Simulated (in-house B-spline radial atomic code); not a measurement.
# The selenium ion Se⁶⁺: [Ar] 3d10

Method: non-relativistic BHandHLYP, spin-polarised, spherical fractional occupations, point nucleus. Calculated with a B-spline radial code for spherical atoms.

Z_r = [3n² - l(l+1)]/(2<r>); Z_e = n√(-2ε); the last column is Slater's effective charge. Values are occupation-weighted means over spin.

```csv
shell,electrons,ε (eV),<r> (bohr),Z_r,Z_e,Slater
1s,2,-12513,0.04498,33.35,30.33,33.70
2s,2,-1695,0.1996,30.05,22.32,29.85
2p,6,-1528.7,0.1727,28.95,21.20,29.85
3s,2,-311.4,0.5821,23.19,14.35,22.75
3p,6,-253.29,0.5904,21.17,12.94,22.75
3d,10,-150.18,0.6112,17.18,9.97,12.85
```

The least bound orbital is 3d at -150.2 eV, and it is also the most diffuse (<r> = 0.6112 bohr).
